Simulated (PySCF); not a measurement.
Trends in electronic spectra. Computed with TDDFT B3LYP/def2-SVPD, vertical, gas phase, core orbitals frozen in the response (PySCF 2.14.0, density-fitted response routines). Geometries: GFN2-xTB; one conformer of each isolated species. Triplets are in the Tamm–Dancoff approximation. 'Strongest' means the level of largest summed f among the lowest 8 singlets; it needn't be the same kind of state in each.

Question: Rank by computed lowest singlet excitation energy, lowest first.
A. `CNC#P`
B. `C[C@]1(F)CSC(=S)S1`
C. `C=C1C[Si@@H](CCl)[C@H]1F`
D. `F[SiH](F)[SiH2]P`

Answer: B (2.85 eV), A (3.29 eV), C (5.54 eV), D (5.79 eV).

```tsv
SMILES	S1 (eV)	first f ≥ 0.01 (nm)	f (strongest)	f (S1)	T1 (eV)	S1 mainly
C[C@]1(F)CSC(=S)S1	2.85	287	0.14	0.000	2.49	H→L (98%)
CNC#P	3.29	266	0.09	0.000	2.90	H→L (99%)
C=C1C[Si@@H](CCl)[C@H]1F	5.54	224	0.18	0.034	4.05	H→L (79%)
F[SiH](F)[SiH2]P	5.79	214	0.30	0.302	4.77	H→L (90%)
```

H and L stand for HOMO and LUMO.
